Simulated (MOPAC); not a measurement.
MOPAC input (PM6):

```
PM6 1SCF CHARGE=1 GEO-OK AUX(PRECISION=9) THREADS=1
CH9OSi2

C     2.34997400 1    0.66136200 1    0.19455500 1
Si    1.05027700 1   -0.36171800 1   -0.60573100 1
O    -0.53816900 1    0.44299200 1   -0.27443600 1
Si   -1.92858500 1   -0.23134500 1    0.62693300 1
H     2.40239300 1    1.66283800 1   -0.23716300 1
H     2.19464900 1    0.74315900 1    1.27130600 1
H     3.32175500 1    0.18595300 1    0.03112500 1
H     1.07240200 1   -0.40974200 1   -2.07344200 1
H     0.74841500 1   -1.65542000 1    0.02411200 1
H    -0.67924100 1    1.31610900 1   -0.67161700 1
H    -2.35857500 1   -1.38172000 1   -0.17387500 1
H    -2.85173500 1    0.90909500 1    0.63333800 1
H    -1.34824900 1   -0.57950200 1    1.92754500 1
```

Output:

```
 *******************************************************************************
 **                                                                           **
 **                              MOPAC v23.2.5                                **
 **                                                                           **
 *******************************************************************************
 ** MOPAC's Digital Object Identifier: https://doi.org/10.5281/zenodo.6511958 **
 **                                                                           **
 ** Please cite the open-source release paper for use of this MOPAC version:  **
 ** J. E. Moussa and J. J. P. Stewart (2026)                                  **
 ** MOPAC: An open-source semiempirical molecular orbital program             **
 ** J. Open Source Softw., 11(119), 8025, https://doi.org/10.21105/joss.08025 **
 *******************************************************************************

                              PM6 CALCULATION RESULTS

 *******************************************************************************
 *  PM6        - The PM6 Hamiltonian to be used
 *  GEO-OK     - OVERRIDE INTERATOMIC DISTANCE AND OTHER SAFETY CHECKS
 *
 *
 *
 *                 CHARGE ON SYSTEM = +1
 *
 *
 *
 *  1SCF       - DO 1 SCF AND THEN STOP
 *  AUX        - OUTPUT AUXILIARY INFORMATION
 *******************************************************************************
PM6 1SCF CHARGE=1 GEO-OK AUX(PRECISION=9) THREADS=1
 CH9OSi2

   ATOM   CHEMICAL          X               Y               Z
  NUMBER   SYMBOL      (ANGSTROMS)     (ANGSTROMS)     (ANGSTROMS)

     1       C          2.34997400  *   0.66136200  *   0.19455500  *
     2      Si          1.05027700  *  -0.36171800  *  -0.60573100  *
     3       O         -0.53816900  *   0.44299200  *  -0.27443600  *
     4      Si         -1.92858500  *  -0.23134500  *   0.62693300  *
     5       H          2.40239300  *   1.66283800  *  -0.23716300  *
     6       H          2.19464900  *   0.74315900  *   1.27130600  *
     7       H          3.32175500  *   0.18595300  *   0.03112500  *
     8       H          1.07240200  *  -0.40974200  *  -2.07344200  *
     9       H          0.74841500  *  -1.65542000  *   0.02411200  *
    10       H         -0.67924100  *   1.31610900  *  -0.67161700  *
    11       H         -2.35857500  *  -1.38172000  *  -0.17387500  *
    12       H         -2.85173500  *   0.90909500  *   0.63333800  *
    13       H         -1.34824900  *  -0.57950200  *   1.92754500  *

          CARTESIAN COORDINATES

    NO.       ATOM           X           Y           Z

     1         C          2.3500      0.6614      0.1946
     2        Si          1.0503     -0.3617     -0.6057
     3         O         -0.5382      0.4430     -0.2744
     4        Si         -1.9286     -0.2313      0.6269
     5         H          2.4024      1.6628     -0.2372
     6         H          2.1946      0.7432      1.2713
     7         H          3.3218      0.1860      0.0311
     8         H          1.0724     -0.4097     -2.0734
     9         H          0.7484     -1.6554      0.0241
    10         H         -0.6792      1.3161     -0.6716
    11         H         -2.3586     -1.3817     -0.1739
    12         H         -2.8517      0.9091      0.6333
    13         H         -1.3482     -0.5795      1.9275

 General Reference for PM6:
 "Optimization of Parameters for Semiempirical Methods V: Modification of NDDO Approximations
 and Application to 70 Elements", J. J. P. Stewart, J. Mol. Mod., 13, 1173-1213 (2007)
 URL: https://link.springer.com/article/10.1007/s00894-007-0233-4

           Empirical Formula: C H9 O Si2  =    13 atoms

      MOLECULAR POINT GROUP   :   C1

      RHF CALCULATION, NO. OF DOUBLY OCCUPIED LEVELS = 13

 -------------------------------------------------------------------------------
 PM6 1SCF CHARGE=1 GEO-OK AUX(PRECISION=9) THREADS=1
 CH9OSi2

     1SCF WAS SPECIFIED, SO BFGS WAS NOT USED
     SCF FIELD WAS ACHIEVED

                              PM6 CALCULATION
                                                       MOPAC v23.2.5 Linux

          FINAL HEAT OF FORMATION =         71.69668 KCAL/MOL =     299.97890 KJ/MOL

          COSMO AREA              =        146.49 SQUARE ANGSTROMS
          COSMO VOLUME            =        142.80 CUBIC ANGSTROMS

          IONIZATION POTENTIAL    =         15.143646 EV
          HOMO LUMO ENERGIES (EV) =        -15.144 -4.381
          NO. OF FILLED LEVELS    =         13
          MOLECULAR WEIGHT        =         93.2525         POINT GROUP:  C1

          MOLECULAR DIMENSIONS (Angstroms)

            Atom       Atom       Distance
            H    12    H     7     6.24480
            H     8    H    13     3.77931
            H     5    H    11     3.59505

          SCF CALCULATIONS        =          1

   ATOM   CHEMICAL          X               Y               Z
  NUMBER   SYMBOL      (ANGSTROMS)     (ANGSTROMS)     (ANGSTROMS)

     1       C          2.34997400  *   0.66136200  *   0.19455500  *
     2      Si          1.05027700  *  -0.36171800  *  -0.60573100  *
     3       O         -0.53816900  *   0.44299200  *  -0.27443600  *
     4      Si         -1.92858500  *  -0.23134500  *   0.62693300  *
     5       H          2.40239300  *   1.66283800  *  -0.23716300  *
     6       H          2.19464900  *   0.74315900  *   1.27130600  *
     7       H          3.32175500  *   0.18595300  *   0.03112500  *
     8       H          1.07240200  *  -0.40974200  *  -2.07344200  *
     9       H          0.74841500  *  -1.65542000  *   0.02411200  *
    10       H         -0.67924100  *   1.31610900  *  -0.67161700  *
    11       H         -2.35857500  *  -1.38172000  *  -0.17387500  *
    12       H         -2.85173500  *   0.90909500  *   0.63333800  *
    13       H         -1.34824900  *  -0.57950200  *   1.92754500  *

                             CARTESIAN COORDINATES

   1    C        2.349974000     0.661362000     0.194555000
   2   Si        1.050277000    -0.361718000    -0.605731000
   3    O       -0.538169000     0.442992000    -0.274436000
   4   Si       -1.928585000    -0.231345000     0.626933000
   5    H        2.402393000     1.662838000    -0.237163000
   6    H        2.194649000     0.743159000     1.271306000
   7    H        3.321755000     0.185953000     0.031125000
   8    H        1.072402000    -0.409742000    -2.073442000
   9    H        0.748415000    -1.655420000     0.024112000
  10    H       -0.679241000     1.316109000    -0.671617000
  11    H       -2.358575000    -1.381720000    -0.173875000
  12    H       -2.851735000     0.909095000     0.633338000
  13    H       -1.348249000    -0.579502000     1.927545000

           Empirical Formula: C H9 O Si2  =    13 atoms

      MOLECULAR POINT GROUP   :   C1

                  EIGENVALUES
 -36.45214 -29.06176 -25.39120 -24.05745 -21.09458 -20.04138 -19.23423 -17.99794
 -17.66949 -15.94936 -15.60769 -15.36483 -15.14365  -4.38135  -4.03467  -3.65269
  -3.33297  -3.24488  -3.20499  -3.07399  -2.98860  -2.84884  -2.59059  -2.41323
  -1.89048  -0.73851  -0.18232   0.09742   0.35308   0.41347   0.55655   0.59582
   1.95069   2.01007   3.22055

              NET ATOMIC CHARGES AND DIPOLE CONTRIBUTIONS

  ATOM NO.   TYPE          CHARGE      No. of ELECS.   s-Pop       p-Pop       d-Pop
    1          C          -0.830240        4.8302     1.08197     3.74827
    2         Si           0.709133        3.2909     1.14330     1.49637     0.65119
    3          O          -0.483109        6.4831     1.60012     4.88298
    4         Si           0.610605        3.3894     1.18220     1.60551     0.60168
    5          H           0.217309        0.7827     0.78269
    6          H           0.221142        0.7789     0.77886
    7          H           0.232973        0.7670     0.76703
    8          H           0.006052        0.9939     0.99395
    9          H           0.001171        0.9988     0.99883
   10          H           0.392523        0.6075     0.60748
   11          H          -0.023681        1.0237     1.02368
   12          H          -0.028278        1.0283     1.02828
   13          H          -0.025600        1.0256     1.02560
 DIPOLE           X         Y         Z       TOTAL
 POINT-CHG.    -1.939    -0.235    -0.818     2.118
 HYBRID         0.824     1.396     0.212     1.635
 SUM           -1.115     1.161    -0.606     1.720

          ATOMIC ORBITAL ELECTRON POPULATIONS

     Atom    s        px        py        pz      x^2-y^2     xz        z^2       yz        xy
    1  C   1.08197   1.27345   1.24218   1.23264
    2 Si   1.14330   0.32702   0.52094   0.64841   0.13590   0.07258   0.22366   0.10084   0.11821
    3  O   1.60012   1.62996   1.49803   1.75500
    4 Si   1.18220   0.40286   0.63388   0.56877   0.05334   0.10218   0.14287   0.12004   0.18325
    5  H   0.78269
    6  H   0.77886
    7  H   0.76703
    8  H   0.99395
    9  H   0.99883
   10  H   0.60748
   11  H   1.02368
   12  H   1.02828
   13  H   1.02560

 **********************
 *                    *
 * JOB ENDED NORMALLY *
 *                    *
 **********************

 == MOPAC DONE ==
```

The dipole moment of an ion depends on the origin.

The geometry given is a B3LYP-D3(BJ)/def2-TZVP minimum.
